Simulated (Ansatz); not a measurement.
Job for Ansatz (a first-principles code): R-PBE/def2-TZVPP on Hg2++, 2S+1 = 1, a spin state set in the input, which need not be the lowest, a point of a bond scan (R = 2.672 Å). Charge +2. Elements past Kr take the def2 small-core potentials; no spin–orbit coupling.

Ansatz 0.2 input:
```yaml
crystal:
  periodic: [false, false, false]
  atoms:
    - {symbol: Hg, position_ang: [0.00000000, 0.00000000, 0.00000000]}
    - {symbol: Hg, position_ang: [0.00000000, 0.00000000, 2.67209400]}
basis:
  gaussian:
    orbitals: def2-TZVPP
    pivot_positions_ang: [[0.00000000, 0.00000000, 0.00000000], [0.00000000, 0.00000000, 2.67209400]]
hamiltonian:
  xc: {name: PBE}
total_charge: 2
output: {forces: true, orbitals: {seedname: ./end}}
```

It printed:

```
WARN ansatz: RAYON_NUM_THREADS=1 ignored (pool sized by the plan → 1); use --threads N
Functional definition: PBE
integrals: 0.04 GiB planned
788 factors; their error is unknown
mean field: 0.32 GiB planned
mean field evaluation 1: about -8331.6367 eV, gradient 3.5e1 eV
mean field evaluation 2: about -8328.8512 eV, gradient 5.8e1 eV
mean field evaluation 4: about -8333.4848 eV, gradient 9.1e-1 eV
mean field evaluation 8: about -8333.4782 eV, gradient 1.4e-3 eV
mean field -8333.47820570 eV, -306.2496754251 hartree, gradient 6.7e-5 eV, S^2 0.000000; 0 other end points of the search recorded, 0 dependent functions left out
the calculation of the forces begins
reference -8333.47825004 eV, -306.2496770547 hartree; 19, 19 occupied and 99, 99 virtual orbitals, 788 factors
Total energy: -8333.47825004 eV, -306.2496770547 hartree
Atom 0 at     0.000000     0.000000     0.000000 Å, force     0.000000     0.000000    -0.142030 eV/Å
Atom 1 at     0.000000     0.000000     2.672094 Å, force    -0.000000    -0.000000     0.142030 eV/Å
Dipole moment:     0.000000     0.000000     0.000000 e Å
```

The calculation finished and met its thresholds.

Cost: about 2.4 core-seconds (a rough figure).
